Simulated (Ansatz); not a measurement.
Born–Oppenheimer molecular dynamics of F4Zr (5 atoms, charge 0, multiplicity 1). It goes on from the last frame of an earlier run, with new velocities.

Theory: RKS BLYP-D4/def2-SVP in Ansatz 0.2.0.

```yaml
ensemble: NVT, Nosé–Hoover chain
time_step: 1 fs
steps_asked: 150
set_temperature: 2000 K
thermostat: time constant 20 fs, chain length 3
seed: 641566
```

Frames 5 fs apart, positions in Å, forces in eV/Å.

Velocities at 20.0 fs (Å/ps):

```
Zr -0.63 0.22 -1.73
F -0.54 3.73 -7.04
F -15.87 -5.24 3.18
F 7.93 7.22 9.50
F 11.51 -6.77 2.66
```

```xyz
5
Properties=species:S:1:pos:R:3:forces:R:3 time_fs=20.0 energy_less_start_eV=0.109 T=1930
Zr -0.035 -0.071 0.011 3.14 1.40 0.11
F -0.263 0.124 1.900 0.15 -0.28 0.25
F 1.758 0.138 -0.841 -1.15 -0.76 0.94
F -0.419 1.685 -0.509 -1.09 1.01 -0.54
F -0.904 -1.605 -0.598 -1.07 -1.38 -0.75
5
Properties=species:S:1:pos:R:3:forces:R:3 time_fs=25.0 energy_less_start_eV=0.096 T=2154
Zr -0.035 -0.068 0.002 1.15 1.36 0.14
F -0.265 0.142 1.867 0.14 -0.26 0.97
F 1.673 0.107 -0.820 0.72 -0.57 0.11
F -0.385 1.728 -0.464 -1.03 0.74 -0.52
F -0.852 -1.649 -0.589 -0.98 -1.27 -0.70
5
Properties=species:S:1:pos:R:3:forces:R:3 time_fs=30.0 energy_less_start_eV=0.274 T=1966
Zr -0.032 -0.061 -0.007 -2.32 0.86 0.54
F -0.265 0.157 1.845 0.17 -0.25 1.40
F 1.594 0.066 -0.797 3.50 -0.32 -1.16
F -0.363 1.783 -0.423 -0.83 0.09 -0.42
F -0.809 -1.711 -0.589 -0.52 -0.39 -0.36
5
Properties=species:S:1:pos:R:3:forces:R:3 time_fs=35.0 energy_less_start_eV=0.521 T=1680
Zr -0.034 -0.052 -0.015 -4.85 0.46 0.94
F -0.263 0.170 1.839 0.24 -0.29 1.32
F 1.553 0.018 -0.787 5.24 -0.21 -1.97
F -0.350 1.843 -0.385 -0.58 -0.69 -0.33
F -0.771 -1.783 -0.593 -0.05 0.73 0.04
5
Properties=species:S:1:pos:R:3:forces:R:3 time_fs=40.0 energy_less_start_eV=0.483 T=2355
Zr -0.050 -0.039 -0.021 -3.60 0.33 0.38
F -0.257 0.180 1.849 0.28 -0.39 0.70
F 1.574 -0.040 -0.800 3.52 -0.24 -1.17
F -0.343 1.902 -0.346 -0.39 -1.42 -0.29
F -0.728 -1.855 -0.598 0.19 1.72 0.37
5
Properties=species:S:1:pos:R:3:forces:R:3 time_fs=45.0 energy_less_start_eV=0.497 T=3264
Zr -0.079 -0.023 -0.028 -0.22 0.03 -0.43
F -0.247 0.187 1.871 0.26 -0.50 -0.22
F 1.646 -0.111 -0.832 0.07 -0.03 0.37
F -0.341 1.953 -0.304 -0.30 -1.93 -0.30
F -0.675 -1.916 -0.598 0.19 2.44 0.59
5
Properties=species:S:1:pos:R:3:forces:R:3 time_fs=50.0 energy_less_start_eV=0.871 T=3161
Zr -0.113 -0.005 -0.037 2.37 -0.54 -0.52
F -0.231 0.188 1.894 0.19 -0.58 -1.06
F 1.732 -0.193 -0.865 -2.29 0.39 1.32
F -0.342 1.986 -0.259 -0.29 -2.08 -0.40
F -0.611 -1.955 -0.591 0.01 2.81 0.66
5
Properties=species:S:1:pos:R:3:forces:R:3 time_fs=55.0 energy_less_start_eV=1.317 T=2500
Zr -0.145 0.013 -0.048 3.76 -1.23 -0.11
F -0.212 0.181 1.905 0.10 -0.59 -1.56
F 1.800 -0.280 -0.884 -3.25 0.82 1.61
F -0.348 1.995 -0.215 -0.32 -1.79 -0.54
F -0.540 -1.961 -0.574 -0.29 2.79 0.60
5
Properties=species:S:1:pos:R:3:forces:R:3 time_fs=60.0 energy_less_start_eV=1.560 T=2157
Zr -0.169 0.030 -0.060 4.51 -1.90 0.30
F -0.189 0.167 1.898 0.01 -0.55 -1.60
F 1.830 -0.362 -0.885 -3.45 1.19 1.60
F -0.358 1.981 -0.175 -0.39 -1.01 -0.71
F -0.467 -1.931 -0.548 -0.67 2.27 0.41
5
Properties=species:S:1:pos:R:3:forces:R:3 time_fs=65.0 energy_less_start_eV=1.589 T=2305
Zr -0.183 0.043 -0.072 4.96 -2.27 0.50
F -0.165 0.144 1.870 -0.05 -0.48 -1.16
F 1.818 -0.434 -0.864 -3.26 1.52 1.45
F -0.374 1.955 -0.141 -0.51 0.22 -0.86
F -0.399 -1.871 -0.515 -1.14 1.01 0.08
5
Properties=species:S:1:pos:R:3:forces:R:3 time_fs=70.0 energy_less_start_eV=1.563 T=2563
Zr -0.183 0.050 -0.083 5.10 -1.68 0.40
F -0.141 0.115 1.825 -0.06 -0.41 -0.24
F 1.764 -0.490 -0.824 -2.65 1.80 1.18
F -0.397 1.929 -0.117 -0.66 1.50 -0.95
F -0.343 -1.796 -0.480 -1.73 -1.21 -0.40
5
Properties=species:S:1:pos:R:3:forces:R:3 time_fs=75.0 energy_less_start_eV=1.585 T=2623
Zr -0.170 0.054 -0.094 4.49 0.12 0.11
F -0.116 0.079 1.777 -0.02 -0.34 1.00
F 1.674 -0.524 -0.768 -1.29 1.97 0.69
F -0.429 1.922 -0.105 -0.77 2.09 -0.95
F -0.307 -1.734 -0.449 -2.40 -3.83 -0.85
```

Of the whole run (150 fs, mean temperature of the second half 2235 K): The conserved energy stayed within 0.44 meV per atom of its start (net change -0.14 meV per atom), so the integration is sound. The mean temperature of the second half is 12 % above the set value. A run of 0.15 ps of so small a system gives no equilibrium averages.

Time of the run: 7.4 min on 1 thread of Arm Neoverse V2, on a shared host, peak memory 0.15 GiB.
